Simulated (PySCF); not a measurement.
B3LYP has the VWN-RPA correlation part, as in Gaussian. Excitations are Tamm–Dancoff values on a coarser integration grid. The basis has no diffuse functions, so Rydberg states are missing or too high.

CH$_{4}$O$_{4}$, SMILES `OC(O)(O)O` (charge 0, multiplicity 1)

These are B3LYP-D3(BJ)/def2-TZVP (PySCF) values and carry that method's errors.

The HOMO is -8.52 eV and the dipole moment comes out as 0.01 D. The LUMO is 0.46 eV and the HOMO–LUMO gap is 8.98 eV. The S1 excitation (TDA) is 7.83 eV. The S1 oscillator strength is 0.005, the brightest of the four lowest singlets (TDA) is 8.70 eV and the T1 excitation (TDA) is 7.56 eV. The S1–T1 gap (TDA) comes out as 0.26 eV and the total energy comes out as -341.5836 Ha. The cost is about 50 core-seconds (a rough figure).

```xyz
9

O      0.7716    -1.0433    -0.5003
C      0.0005     0.0001    -0.0007
O     -1.2733    -0.5039     0.2371
O      0.6393     0.4774     1.1381
O     -0.1358     1.0702    -0.8778
H      1.6954    -0.7648    -0.4649
H     -1.1706    -1.3625     0.6665
H      0.2318     1.3220     1.3677
H     -0.7589     0.8046    -1.5658
```
